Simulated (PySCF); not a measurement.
## Correlation energy of Ca (calcium, neutral)

[Ar] 4p2, high-spin 3P determinant (an excited configuration). All numbers are calculated (PySCF 2.14, the spin-free X2C one-electron Hamiltonian (Gaussian nucleus), in aug-cc-pwCVTZ-X2C). Frozen: [Ne]; 10 electrons correlated.

MP2 pair energies summed by pair of shells (mhartree):

```
 pair   energy  share (%)
3p-3p  -161.85       72.0
3s-3p   -34.34       15.3
3p-4p   -14.79        6.6
3s-3s    -8.33        3.7
4p-4p    -4.71        2.1
3s-4p    -0.79        0.4
```

Total MP2 correlation energy: -224.80 mhartree.

Same-spin part -64.95 and opposite-spin part -159.85 mhartree; SCS-MP2 scales them by 1/3 and 6/5 to -213.47 mhartree.
